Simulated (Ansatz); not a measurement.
`O[SiH](O)S[SiH](O)O` at its PBE0-D4/def2-TZVP geometry, where that method's forces vanish. The species carries charge 0 and has multiplicity 1.

```xyz
13

O     2.2506    0.1614   -2.1418
Si    1.0824   -0.6313   -1.3243
O     1.5333   -1.1977    0.1325
S    -0.5657    0.7445   -1.0971
Si   -1.3213    0.0703    0.7726
O    -2.5523    1.0586    1.1953
O    -0.1842    0.1511    1.9636
H     2.5525    1.0049   -1.8006
H     0.7297   -1.7710   -2.1836
H     1.2447   -0.7424    0.9346
H    -1.7034   -1.3521    0.7283
H    -3.0589    1.4789    0.4990
H    -0.0074    1.0248    2.3215
```

(1) What forces (eV/Å) does B3LYP-D4/def2-TZVPP give on these atoms in the Gaussian-basis code of Ansatz? (Estimate.)

## Answers

(1) Ansatz gave: 
```
O1   0.103  0.072 -0.051
Si2 -0.038 -0.228 -0.202
O3   0.020 -0.013  0.127
S4  -0.059  0.113 -0.104
Si5 -0.130 -0.239  0.000
O6  -0.112  0.076  0.018
O7   0.082  0.028  0.085
H8   0.047  0.036 -0.030
H9   0.026  0.065  0.054
H10  0.051 -0.045  0.032
H11  0.020  0.092  0.008
H12 -0.052  0.038  0.013
H13  0.040  0.003  0.049
```

B3LYP here is the variant with VWN-RPA as its local correlation; programs differ in this.
